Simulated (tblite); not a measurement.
Compound: C4H7N2P.
Geometry (GFN2-xTB, Å), atoms numbered from 1 in this order:
```
atom  x, y, z in Å
C1     2.7696   -0.0802    0.0337
C2     1.2824   -0.0261   -0.0296
N3     0.6821    0.2204   -1.1634
N4    -0.6331    0.2254   -0.9988
C5    -1.1033   -0.0111    0.2408
C6    -2.5707   -0.0380    0.4935
P7     0.1971   -0.2719    1.3563
H8     3.1804    0.0032   -0.9693
H9     3.1514    0.7370    0.6449
H10    3.0954   -1.0167    0.4841
H11   -1.2133    0.4059   -1.8073
H12   -2.8179    0.5750    1.3585
H13   -2.9002   -1.0556    0.7053
H14   -3.1205    0.3323   -0.3709
```

All values are computed: GFN2-xTB (tblite) harmonic vibrations without scaling, gas phase. This tight-binding method is rough: wavenumbers can miss measured ones by several per cent, in bad cases by 10 to 20. The optimisation stopped once no atom felt more than 0.01 eV/Å.

Lowest wavenumbers of the output (negative numbers stand for imaginary wavenumbers):
```
mode    cm-1
  1     -67.8
  2      55.3
  3     143.8
  4     247.1
  5     319.3
  6     335.6
  7     466.6
  8     488.6
```

Q: Is this structure a minimum?

A: No. 1 mode is imaginary beyond 20i (68i cm⁻¹), so at this level the point lies at or near a first-order saddle.

Q: Which atoms move in the imaginary mode?

A: 68i: H13 (methyl hydrogen) 34 %, H12 (methyl hydrogen) 33 %, H14 (methyl hydrogen) 29 %. These are shares of the mass-weighted motion.

Q: What is the remedy?

A: Step along that mode in both directions, optimise again with tighter thresholds and repeat the frequencies. The zero-point energy of this point (67.8 kcal/mol) counts the 35 real modes alone, and thermal corrections from it aren't those of a minimum.
